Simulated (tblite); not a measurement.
C3H12Ge2O.
Atom-mapped SMILES: `[CH3:1][O:2][GeH2:3][C@@H:4]([CH3:5])[GeH3:6]` (hydrogens: H7, H8, H9 on C1; H10, H11 on Ge3; H12 on C4; H13, H14, H15 on C5; H16, H17, H18 on Ge6)

Computed with GFN2-xTB (tblite), gas phase: L-BFGS steps from a force-field or distance-geometry start until the largest atomic force falls under 0.01 eV/Å.

The end geometry, which sets the zero of energy:
```
atom  x, y, z in Å
C1      2.8644    0.4121    0.0733
O2      1.4862    0.3381   -0.2010
Ge3     0.5917   -1.1472   -0.5818
C4     -1.1836   -0.3290   -0.8679
C5     -2.2682   -0.9639   -0.0030
Ge6    -1.0125    1.6166   -0.5004
H7      3.0988   -0.0425    1.0396
H8      3.1381    1.4674    0.0997
H9      3.4517   -0.0904   -0.7007
H10     1.3157   -1.8059   -1.7501
H11     0.7143   -2.0917    0.6078
H12    -1.4552   -0.4468   -1.9200
H13    -2.4079   -2.0161   -0.2544
H14    -3.2187   -0.4473   -0.1433
H15    -2.0016   -0.9001    1.0513
H16    -2.3861    2.2127   -0.6944
H17    -0.1021    2.3284   -1.4406
H18    -0.6336    1.9122    0.9095
```

**Question.** These geometries come from the run, each turned onto the end geometry. Order them by energy, lowest first.
A.
```
atom  x, y, z in Å
C1      2.9007    0.4159   -0.0027
O2      1.5160    0.3534   -0.2469
Ge3     0.5879   -1.1419   -0.4810
C4     -1.1691   -0.3225   -0.8557
C5     -2.3015   -0.9707   -0.0659
Ge6    -1.0210    1.6181   -0.4587
H7      3.1813   -0.1854    0.8663
H8      3.1559    1.4583    0.1905
H9      3.4692    0.0646   -0.8681
H10     1.2824   -1.9469   -1.5728
H11     0.6943   -1.9578    0.8018
H12    -1.3789   -0.4294   -1.9230
H13    -2.4036   -2.0268   -0.3189
H14    -3.2473   -0.4714   -0.2801
H15    -2.1120   -0.8949    1.0039
H16    -2.4052    2.1950   -0.6292
H17    -0.1288    2.3634   -1.3896
H18    -0.6290    1.8858    0.9537
```
B.
```
atom  x, y, z in Å
C1      2.9034    0.3550    0.0244
O2      1.6381   -0.0085    0.5217
Ge3     0.5689   -1.1407   -0.3037
C4     -1.0893   -0.2256   -0.8649
C5     -2.2535   -0.9336   -0.1737
Ge6    -1.0539    1.6897   -0.4525
H7      3.6722   -0.1944    0.5733
H8      3.0655    1.4395    0.1405
H9      2.9730    0.0949   -1.0324
H10     1.3549   -1.6976   -1.4665
H11     0.2411   -2.2178    0.7028
H12    -1.1590   -0.3572   -1.9486
H13    -1.9713   -1.9313    0.1739
H14    -3.1044   -1.0509   -0.8386
H15    -2.5895   -0.3768    0.7018
H16    -2.4466    2.1159   -0.1568
H17    -0.5303    2.4557   -1.6118
H18    -0.2280    1.9904    0.7349
```
C.
```
atom  x, y, z in Å
C1      2.8939    0.4095   -0.0150
O2      1.4993    0.3704   -0.1970
Ge3     0.6012   -1.1467   -0.4414
C4     -1.1606   -0.3306   -0.8114
C5     -2.3420   -0.9624   -0.0821
Ge6    -1.0053    1.6149   -0.4384
H7      3.1986   -0.2256    0.8224
H8      3.1736    1.4412    0.2019
H9      3.4038    0.0735   -0.9231
H10     1.3021   -1.8957   -1.5772
H11     0.8219   -1.9836    0.8126
H12    -1.3144   -0.4425   -1.8879
H13    -2.4124   -2.0316   -0.2869
H14    -3.2717   -0.4944   -0.4070
H15    -2.2547   -0.8217    0.9943
H16    -2.4044    2.1570   -0.5733
H17    -0.1579    2.3473   -1.4201
H18    -0.5796    1.9274    0.9531
```
D.
```
atom  x, y, z in Å
C1      3.0067    0.4421   -0.0004
O2      1.6014    0.2543    0.0361
Ge3     0.5992   -1.1968   -0.3410
C4     -1.1519   -0.3415   -0.7608
C5     -2.4053   -0.9353   -0.1160
Ge6    -1.0390    1.6112   -0.4106
H7      3.5448   -0.1422    0.7569
H8      3.2065    1.5062    0.1984
H9      3.4297    0.1684   -0.9759
H10     1.2199   -1.7891   -1.5930
H11     0.6515   -2.2615    0.7354
H12    -1.2122   -0.4584   -1.8522
H13    -2.4241   -2.0318   -0.1870
H14    -3.2860   -0.5689   -0.6588
H15    -2.4837   -0.6012    0.9271
H16    -2.4616    2.1109   -0.4284
H17    -0.3136    2.2740   -1.5387
H18    -0.4911    1.9663    0.9326
```
E.
```
atom  x, y, z in Å
C1      2.9464    0.4073   -0.0208
O2      1.5346    0.3121   -0.0575
Ge3     0.5960   -1.1531   -0.3621
C4     -1.1327   -0.3408   -0.7829
C5     -2.3613   -0.9419   -0.1111
Ge6    -1.0129    1.5995   -0.4186
H7      3.3734   -0.1977    0.7898
H8      3.1584    1.4517    0.1880
H9      3.4229    0.1253   -0.9747
H10     1.2325   -1.7686   -1.5774
H11     0.7142   -2.1522    0.7883
H12    -1.2443   -0.4738   -1.8618
H13    -2.3968   -2.0342   -0.2138
H14    -3.2661   -0.5409   -0.5822
H15    -2.3792   -0.6954    0.9536
H16    -2.4279    2.1126   -0.4863
H17    -0.2556    2.3216   -1.4790
H18    -0.5100    1.9752    0.9322
```

**Answer.** A (0.004 eV), C (0.021 eV), E (0.091 eV), D (0.170 eV), B (0.344 eV).

In the order of the answer:

```
step  E above end (eV)  largest force (eV/Å)  rms force component (eV/Å)  rms distance from end (Å)  rms bond change (Å)  bond most changed (Å)
  77             0.004                  0.02                       0.007                      0.132                0.000          Ge3–C4 -0.001
  48             0.021                  0.10                       0.031                      0.172                0.002         Ge3–H10 +0.006
  36             0.091                  0.38                       0.119                      0.240                0.009         Ge3–H10 -0.020
  31             0.170                  0.49                       0.142                      0.299                0.010          O2–Ge3 +0.028
   6             0.344                  0.39                       0.122                      0.523                0.012          C4–Ge6 -0.028
```

What follows is the cost of the whole relaxation. On one thread of an Intel Xeon at 2.50 GHz, shared host, this took 2.9 s of wall time.
